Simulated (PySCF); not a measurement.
Cl3Ge, SMILES [Cl][Ge]([Cl])[Cl], multiplicity 2.

Geometry: B3LYP-D3(BJ)/def2-SVP. The isomer is the one that the SMILES or the coordinates give; other isomers of the formula were not compared.

Level of theory: TDA-LC-ωPBE/def2-SVPD run with PySCF.

Vertical excitations; the highest root listed may be one member of a degenerate set. The molecule is in vacuum.

Computed lowest excited states:
| state | energy (eV) | λ (nm) | f | main pairs |
|---|---|---|---|---|
| root 1 | 3.91 | 317 | 0.000 | β HOMO→LUMO 95 % |
| root 2 | 4.11 | 302 | 0.000 | β HOMO−2→LUMO (degenerate set) |
| root 3 | 4.11 | 302 | 0.000 | β HOMO−1→LUMO (degenerate set) |
| root 4 | 4.47 | 278 | 0.021 | β HOMO−3→LUMO (degenerate set) |
| root 5 | 4.47 | 278 | 0.021 | β HOMO−4→LUMO (degenerate set) |
| root 6 | 4.90 | 253 | 0.001 | α HOMO→LUMO 27 %, β HOMO−5→LUMO 65 % |
| root 7 | 5.36 | 231 | 0.045 | α HOMO→LUMO 68 %, β HOMO−5→LUMO 26 % |
| root 8 | 5.90 | 210 | 0.002 | α HOMO→LUMO+2, β HOMO−6→LUMO (degenerate set) |
| root 9 | 5.90 | 210 | 0.002 | α HOMO→LUMO+1, β HOMO−7→LUMO (degenerate set) |
| root 10 | 6.04 | 205 | 0.128 | α HOMO→LUMO+2 48 %, β HOMO−6→LUMO 37 % |
Unrestricted roots are not spin-pure.
